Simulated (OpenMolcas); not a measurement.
# Yb3+: ligand-field states by method

Yb3+ with 8 ligands (chloride) in square antiprismatic coordination (D4d) at 2.75 Å, a polar angle of 53.3° against the regular 57.3°. A charge of +0.625 e stands 2.6 Å behind each ligand. Ligand basis ANO-RCC-VDZP.

```yaml
Program: OpenMolcas 26.06
Basis: ANO-RCC-VDZP [7s6p4d2f1g]
Scalar_Hamiltonian: DKH2, point nucleus
Active_space: 13 electrons in 7 orbitals (4f)
State_averaging: 2S+1 = 2 odd, 7 roots
Spin-orbit_coupling: state interaction with AMFI integrals over the reference wave functions
```

I. CASSCF
II. SS-CASPT2, IPEA 0.25 Eh, imaginary shift 0.1 Eh (closed shells correlated: 5s 5p and the ligand valence shells)

Spin-free states in cm-1, each column counted from its own energy of the first state listed:

```tsv
State	Degeneracy	I	II
2S+1 = 2	2	0	0
2S+1 = 2	2	103	120
2S+1 = 2	2	121	140
2S+1 = 2	1	124	180
```

With spin-orbit coupling the lowest J multiplet is 108 (I), 146 (II) cm-1 wide, a factor of 1.35 from I to II.

χT at 300 K: I 2.56, II 2.55 cm3 K/mol.

Over all roots computed the reference weight is 0.60 in II; a low but even weight reflects the number of correlated electrons. Without dynamic correlation the ligand-field splitting of an f shell can come out too small, at times by half (holds for I). Splittings of an f shell from a small cluster at a set distance can be off by tens of per cent, mostly too small (holds for II). No measured value stands beside these numbers; the geometry is a model, was not optimised and need not be the one that this ion takes.
